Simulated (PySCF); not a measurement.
An unknown shows these calculated signals:

1H NMR (600 MHz, computed): δ 6.87 (m, 2H), 6.73 (m, 2H), 5.25 (m, 2H).

13C{1H} NMR (computed): δ 138.1 (C), 127.4 (CH), 119.5 (CH).

- NMR shieldings at PBE0/pcSseg-1/GIAO
- geometry from GFN2-xTB
- code: PySCF 2.14
- non-relativistic Hamiltonian, one conformer, rapidly exchanging positions averaged, gas phase

Shifts are taken against calculated references (same method and geometry level): TMS for 1H, 13C.

Task: Which of these does the molecule contain: an NH or NH2 group, a CF3 group, a Si–H bond, a vinyl group CH=CH2, a three-membered ring, a heteroaromatic ring?

Result: 
- An NH or NH2 group: no.
- A CF3 group: yes (δC 138.1).
- A Si–H bond: yes (δH 5.25 (m)).
- A vinyl group CH=CH2: no.
- A three-membered ring: no.
- A heteroaromatic ring: yes.

The data belong to `FC(F)(F)[SiH2]n1cccc1`, C₅H₆F₃NSi; they needn't prove each group on their own.

Carbon signals by region: 3 in the sp2 and nitrile region (100–160 ppm).

Splittings by 19F in the carbon and heteronuclear signals aren't shown, as no couplings were computed. Shifts are as computed. Against solution values, carbons near 30 ppm lie about +3 ppm off and those near 130 ppm about +5 ppm. Of 1211 compounds with measured shifts, 218 miss one by over three times the rms of a fit or turn the order of signals round; such compounds aren't used in these exercises. No couplings were computed; multiplicities are counted from neighbouring protons, with m where these are inequivalent, close in shift, in a saturated or five-membered ring or joined by F or P, and br s for small geminal =CH2 splittings.
